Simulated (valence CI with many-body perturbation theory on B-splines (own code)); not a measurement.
**E1 transitions of Ca6+**

Computed by valence CI with perturbative core correlation (CI+MBPT): four valence electrons over a frozen Dirac-Fock core [Ne], a basis of 11 s, 11 p, 10 d, 8 f, 5 g, 2 h functions for each j, with the one-electron correlation potential Σ1, the two-electron term Σ2, the three-electron term Σ3, Breit, model QED; selected CI, second order for the rest, scaled by the run's own slope (own B-spline code, finite nucleus).

Set against measurement, 21 paired levels are off by 125 cm⁻¹ on average, the worst by 402. These come from a selection out of Sugar and Corliss, J. Phys. Chem. Ref. Data 8, 865 (1979). Levels without a partner in it may be off by more. Among the levels kept, up to 650 cm⁻¹ of a level comes from second order outside the variational space, and about a tenth of that is noise between levels of different J, which matters for small intervals.

Lines 1 to 50 of 571 in falling wavelength, among levels below 659300 cm⁻¹, chosen from the strongest by gf and those to the six lowest levels. Wavelengths and rates use the calculated energies, so an error of 100 cm⁻¹ moves a line at 2168 Å by 0.22 % and its rate by three times that or more. Electric multipoles are in the length gauge, E1 and E2 with the static RPA response of the core. Weak lines are less certain than strong ones. Lines between different terms over intervals too small for the method are left out, as are lines whose strength nearly cancels. Where a level lies close to another of its J and parity, the split of strength between their lines is uncertain. The highest levels of a list are the least certain.

Names give the largest LS component (configuration and term), which can be under half, so a name can repeat, a term be missing and a line seem to break the LS rules; names also repeat where a configuration has a term twice. Letters in brackets count levels of one name in rising energy.

| λ vac (Å) | Upper | Lower | A (s⁻¹) | log gf | Branch % |
| --- | --- | --- | --- | --- | --- |
| 2168 | 3s2 3p 4p 1P_1 | 3s2 3p 4s 1P°_1 | 1.56e+08 | -0.48 | 1.6 |
| 1987 | 3s2 3p 4p 3D_1 | 3s2 3p 4s 1P°_1 | 8.00e+07 | -0.85 | 1.0 |
| 1855 | 3s2 3p 4p 1P_1 | 3s2 3p 4s 3P°_1 | 1.32e+08 | -0.69 | 1.4 |
| 1794 | 3s2 3p 4p 3D_2 | 3s2 3p 4s 3P°_2 | 5.82e+07 | -0.85 | 0.8 |
| 1703 | 3s2 3p 4p 3D_3 | 3s2 3p 4s 3P°_2 | 5.32e+08 | 0.21 | 7.2 |
| 1695 | 3s2 3p 4p 3D_1 | 3s2 3p 4s 3P°_0 | 3.43e+08 | -0.35 | 4.3 |
| 1693 | 3s2 3p 4p 3D_2 | 3s2 3p 4s 3P°_1 | 4.61e+08 | 0.00 | 6.0 |
| 1667 | 3s 3p2 3d 1D_2 [c] | 3s2 3p 4s 1P°_1 | 1.77e+08 | -0.43 | 0.4 |
| 1664 | 3s2 3p 4p 3P_1 | 3s2 3p 4s 3P°_2 | 1.28e+08 | -0.80 | 0.8 |
| 1629 | 3s2 3p 4d 1F°_3 | 3s2 3d2 1D_2 | 5.57e+07 | -0.81 | 0.3 |
| 1618 | 3s2 3p 4p 3P_2 | 3s2 3p 4s 3P°_2 | 4.77e+08 | -0.03 | 2.5 |
| 1602 | 3s2 3p 4p 3P_0 | 3s2 3p 4s 3P°_1 | 5.93e+08 | -0.64 | 3.6 |
| 1599 | 3s2 3p 4d 1D°_2 | 3s2 3p 4p 1D_2 | 1.20e+08 | -0.64 | 1.3 |
| 1576 | 3s2 3p 4p 3P_1 | 3s2 3p 4s 3P°_1 | 2.58e+08 | -0.54 | 1.6 |
| 1555 | 3s2 3p 4p 3P_1 | 3s2 3p 4s 3P°_0 | 1.77e+08 | -0.72 | 1.1 |
| 1540 | 3s2 3p 4p 3S_1 | 3s2 3p 4s 3P°_2 | 5.46e+08 | -0.24 | 7.0 |
| 1535 | 3s2 3p 4p 3P_2 | 3s2 3p 4s 3P°_1 | 8.46e+07 | -0.83 | 0.4 |
| 1496 | 3s2 3p 4d 1P°_1 | 3s2 3p 4p 1S_0 | 6.17e+08 | -0.21 | 4.2 |
| 1464 | 3s2 3p 4p 3S_1 | 3s2 3p 4s 3P°_1 | 1.48e+08 | -0.84 | 1.9 |
| 1422 | 3s2 3p 4p 1D_2 | 3s2 3p 4s 1P°_1 | 5.99e+08 | -0.04 | 2.8 |
| 1376 | 3p3 3d 3D°_3 [b] | 3s2 3p 4p 3P_2 | 7.28e+07 | -0.84 | 0.6 |
| 1357 | 3s2 3p 4d 1F°_3 | 3s2 3d2 1G_4 | 6.85e+07 | -0.88 | 0.3 |
| 1355 | 3s2 3p 4d 1F°_3 | 3s2 3p 4p 1D_2 | 9.13e+08 | 0.25 | 4.3 |
| 1294 | 3s2 3p 4d 3D°_2 | 3s2 3p 4p 3P_2 | 1.25e+08 | -0.80 | 0.8 |
| 1282 | 3s2 3p 4d 3D°_3 | 3s2 3p 4p 3P_2 | 5.75e+08 | 0.00 | 3.9 |
| 1269 | 3s2 3p 4d 3D°_1 | 3s2 3p 4p 3P_1 | 4.74e+08 | -0.46 | 2.6 |
| 1266 | 3s2 3p 4d 3D°_2 | 3s2 3p 4p 3P_1 | 6.17e+08 | -0.13 | 4.1 |
| 1253 | 3s2 3p 4d 3D°_1 | 3s2 3p 4p 3P_0 | 7.63e+08 | -0.27 | 4.2 |
| 1239 | 3s2 3p 4d 3F°_2 | 3s2 3p 4p 3P_2 | 9.72e+07 | -0.95 | 1.7 |
| 1234 | 3s2 3p 4p 1S_0 | 3s2 3p 4s 1P°_1 | 1.20e+09 | -0.56 | 6.9 |
| 1233 | 3s2 3p 4d 3D°_3 | 3s2 3p 4p 3D_3 | 1.01e+08 | -0.79 | 0.7 |
| 1227 | 3s2 3p 4d 3F°_3 | 3s2 3p 4p 3P_2 | 4.24e+08 | -0.17 | 6.2 |
| 1214 | 3s2 3p 4d 3F°_2 | 3s2 3p 4p 3P_1 | 3.48e+08 | -0.41 | 6.2 |
| 1205 | 3s2 3p 4d 3P°_2 | 3s2 3p 4p 3S_1 | 9.90e+08 | 0.03 | 7.9 |
| 1192 | 3s2 3p 4d 3P°_1 | 3s2 3p 4p 3S_1 | 1.26e+09 | -0.10 | 9.7 |
| 1189 | 3s2 3p 4d 3D°_3 | 3s2 3p 4p 3D_2 | 9.48e+08 | 0.15 | 6.4 |
| 1189 | 3s2 3p 4d 1F°_3 | 3s 3p2 3d 1D_2 [c] | 6.31e+08 | -0.03 | 3.0 |
| 1186 | 3s2 3p 4d 3D°_2 | 3s2 3p 4p 3D_1 | 7.47e+08 | -0.10 | 5.0 |
| 1182 | 3s2 3p 4d 3F°_3 | 3s2 3p 4p 3D_3 | 5.54e+08 | -0.09 | 8.2 |
| 1181 | 3s2 3p 4d 3P°_0 | 3s2 3p 4p 3S_1 | 1.60e+09 | -0.47 | 12.6 |
| 1162 | 3s2 3p 4d 3F°_4 | 3s2 3p 4p 3D_3 | 2.33e+09 | 0.63 | 91.0 |
| 1161 | 3s2 3p 4d 3P°_2 | 3s2 3p 4p 3P_2 | 6.55e+08 | -0.18 | 5.3 |
| 1153 | 3s2 3p 4d 3F°_2 | 3s2 3p 4p 3D_2 | 4.79e+08 | -0.32 | 8.5 |
| 1153 | 3s2 3p 4d 1D°_2 | 3s2 3p 4p 1P_1 | 1.45e+09 | 0.16 | 15.9 |
| 1149 | 3s2 3p 4d 3P°_1 | 3s2 3p 4p 3P_2 | 4.08e+08 | -0.62 | 3.2 |
| 1142 | 3s2 3p 4d 3F°_3 | 3s2 3p 4p 3D_2 | 1.12e+09 | 0.19 | 16.6 |
| 1140 | 3s2 3p 4d 3F°_2 | 3s2 3p 4p 3D_1 | 1.20e+09 | 0.07 | 21.5 |
| 1138 | 3s2 3p 4d 3P°_2 | 3s2 3p 4p 3P_1 | 2.59e+08 | -0.60 | 2.1 |
| 1133 | 3s2 3p 4d 3D°_1 | 3s2 3p 4p 1P_1 | 1.78e+08 | -0.99 | 1.0 |
| 1130 | 3s2 3p 4d 3D°_2 | 3s2 3p 4p 1P_1 | 1.39e+08 | -0.88 | 0.9 |
